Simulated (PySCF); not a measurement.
**Heteronuclear NMR**

Mapped SMILES: `[CH3:1][Si@:2]([NH2:3])([SiH3:4])[O:5][SiH3:6]`. Each H is labelled by its parent atom.

Calculated, not measured (PySCF 2.14): geometry: GFN2-xTB, σ from GIAO-PBE0/pcSseg-1. Relativity neglected, isolated molecule, fast rotation and ring inversion assumed for equivalent nuclei, one computed conformer.

Q: Where does 29Si resonate?

A: 
```
atoms                    environment  σ (ppm)  δ (ppm)
  Si2  silicon bonded to C, N, O, Si    349.9     -7.6
  Si6       silicon bonded to O, 3 H    395.8    -45.4
  Si4      silicon bonded to Si, 3 H    476.0   -111.3
```

Shieldings were converted by a linear fit to measured shifts: 29Si (scatter 8.9 ppm rms, 25.8 ppm with the 6 outliers that the fit left out vs TMS, solution or neat liquid). Occasional misses reach two or three times the rms, and more in compound classes unlike the fitted ones.

On a 600 MHz spectrometer 29Si resonates near 119.2 MHz, so 1 ppm is 119.2 Hz.

Q: Predict the 15N NMR data.

A: 
| atoms | environment | σ (ppm) | δ (ppm) |
| --- | --- | --- | --- |
| N3 | nitrogen bonded to Si, 2 H | 231.8 | -361.7 |

Shieldings were converted by a linear fit to measured shifts: 15N: δ = -148.07 − 0.921σ (rms 6.3 ppm, 71 shifts vs CH3NO2, solution or neat liquid). Occasional misses reach two or three times the rms, and more in compound classes unlike the fitted ones.

On a 600 MHz spectrometer 15N resonates near 60.8 MHz, so 1 ppm is 60.8 Hz.

Q: What are the 17O shifts?

A: 
```csv
atoms,environment,σ (ppm),δ (ppm)
O5,oxygen bonded to 2 Si,297.1,-3.9
```

Shieldings were converted by a linear fit to measured shifts: 17O: δ = 266.70 − 0.911σ (rms 10.7 ppm, 155 shifts, 12.2 ppm with the 3 outliers that the fit left out vs liquid water, solution or neat liquid). Occasional misses reach two or three times the rms, and more in compound classes unlike the fitted ones.

On a 600 MHz spectrometer 17O resonates near 81.3 MHz, so 1 ppm is 81.3 Hz.
